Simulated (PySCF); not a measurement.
**Stretching AlAs⁺**

Set-up: Al def2-TZVPPD, As def2-TZVPPD; no relativity (PySCF 2.14). Energies in eV from Al⁺ + As in their ground configurations at the same level. State: ⁴Σ⁻ (quartet), unpaired electrons σ ↑, π ↑↑.

All columns are UHF. A positive dipole points towards As; it is taken about the centre of mass and depends on that origin.

| R (Å) | E (eV) | μ (D) | Mulliken charge on Al (basis-dependent) | HOMO (eV) | LUMO (eV) | Mayer bond order | ⟨S²⟩ |
| --- | --- | --- | --- | --- | --- | --- | --- |
| 2.228 | 0.383 | -5.02 | 0.79 | -15.04 | -5.90 | 1.21 | 3.77 |
| 2.332 | 0.116 | -5.09 | 0.81 | -15.00 | -5.91 | 1.05 | 3.78 |
| 2.436 | -0.050 | -5.15 | 0.82 | -14.94 | -5.87 | 0.90 | 3.79 |
| 2.513 | -0.131 | -5.22 | 0.83 | -14.90 | -5.81 | 0.78 | 3.80 |
| 2.591 | -0.188 | -5.35 | 0.84 | -14.85 | -5.74 | 0.68 | 3.80 |
| 2.669 | -0.227 | -5.54 | 0.85 | -14.81 | -5.66 | 0.59 | 3.80 |
| 2.772 | -0.259 | -5.88 | 0.86 | -14.77 | -5.55 | 0.49 | 3.80 |
| 2.902 | -0.275 | -6.42 | 0.87 | -14.71 | -5.42 | 0.40 | 3.79 |
| 3.057 | -0.273 | -7.16 | 0.88 | -14.63 | -5.28 | 0.32 | 3.79 |
| 3.265 | -0.253 | -8.26 | 0.90 | -14.50 | -5.14 | 0.24 | 3.77 |

A fit through these points gives, at Re = 2.962 Å, μ = -6.69 D and dμ/dR = -4.75 D/Å; the reduced mass is 19.84 u.

How strong is the fundamental in the double-harmonic approximation, I = 42.26·(dμ/dR)²/μred km/mol?

I = 42.26·(-4.75)²/19.84 = 48.1 km/mol at UHF.

Spin–orbit coupling is left out. For an ion De counts to the pair picked by the measured ionisation energies or electron affinities, which need not be the lowest pair at this level. Hartree–Fock leaves out correlation, which carries a large part of most bond energies and some tenths to 1 eV of ionisation energies. The state is the lowest determinant that a PBE0 search found; another state may lie lower at other levels.
